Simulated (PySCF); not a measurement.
## How methods differ on the ionisation energy of Pm²⁺

Pm²⁺ [Xe] 4f5 (high-spin determinant) → Pm³⁺ [Xe] 4f4 (high-spin determinant), as a difference of total energies. Computed with PySCF 2.14 in ANO-RCC-VTZP (8s7p5d3f2g1h, 104 functions), with scalar relativity by spin-free X2C-1e. Correlated levels: valence: [Kr] 4d10 frozen; valence and next inner shell: [Ar] 3d10 frozen. The calculations carry no spin-orbit coupling.

```
                                method  ionisation energy (eV)
                                   UHF                  20.231
                                   LDA                  24.279
                                   PBE                  23.830
                                  PBE0                  23.221
                                r2SCAN                  23.277
                         MP2 (valence)                  22.325
                     SCS-MP2 (valence)                  21.546
    MP2 (valence and next inner shell)                  22.715
SCS-MP2 (valence and next inner shell)                  21.923
```

Task: How much does correlation contribute at MP2 (valence and next inner shell)?

Result: 22.715 − (20.231) = 2.484 eV, measured against UHF.

A first-order spin-orbit estimate (lowest level to lowest level, LS coupling) adds -0.117 eV.

Errors of the correlated levels include the incompleteness of this basis and the frozen core.

The determinant of Pm³⁺ and of Pm²⁺ mixes LS terms, which raises its energy above the lowest term, most at the Hartree-Fock and MP2 levels.

For comparison: 22.44 ± 0.08 eV (semi-empirical (NIST evaluation); NIST Atomic Spectra Database, ionization energies).
